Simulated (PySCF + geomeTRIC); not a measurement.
Species: CH$_{3}$F, SMILES `CF` (charge 0, multiplicity 1).

Q: Give a relaxed geometry from PBE0-D3(BJ)/def2-TZVPD (PySCF + geomeTRIC).

A: the end point of this relaxation (outside a Z-matrix the atoms follow the SMILES, hydrogens last).
Z-matrix (Å, degrees):
```
C
F 1 1.3776
H 1 1.0921 2 108.99
H 1 1.0921 3 109.95 2 -119.41
H 1 1.0921 3 109.95 4 -121.18
```
